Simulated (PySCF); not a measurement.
## Electronic structure of O (oxygen, neutral) at the UHF level

Configuration: [He] 2s2 2p4, high-spin 3P determinant. All numbers are calculated (PySCF 2.14, the spin-free X2C one-electron Hamiltonian (Gaussian nucleus), in cc-pVDZ-DK (3s2p1d, 14 functions)).

```
Total energy                                                  : -74.844160 hartree
One-electron energy                                           : -103.3489 hartree
Hartree (Coulomb) energy                                      : 36.7379 hartree
Exchange energy                                               : -8.2332 hartree
⟨S²⟩                                                          : 2.0044
⟨L²⟩                                                          : 2.007
Sum of ⟨r⟩                                                    : 7.559 bohr
Sum of ⟨r²⟩                                                   : 10.88 bohr²
Traceless quadrupole moment −½Σ⟨3z² − r²⟩ along its main axis : -0.862 e·bohr²
Langevin diamagnetic susceptibility                           : -8.62 ×10⁻⁶ cm³/mol
Time after the integrals                                      : 0.04 s of wall time on 1 thread of Neoverse-V2 (shared host)
```

| shell | electrons | mean orbital energy (eV) | spread (eV) | rms radius, mean of both spins (bohr) |
| --- | --- | --- | --- | --- |
| 1s α | 1 | -563.73 | 0 | 0.230 |
| 1s β | 1 | -561.58 | 0 | 0.230 |
| 2s α | 1 | -38.354 | 0 | 1.25 |
| 2s β | 1 | -29.204 | 0 | 1.25 |
| 2p α | 3 | -18.049 | 2.629 | 1.38 |
| 2p β | 1 | -13.937 | 0 | 1.38 |
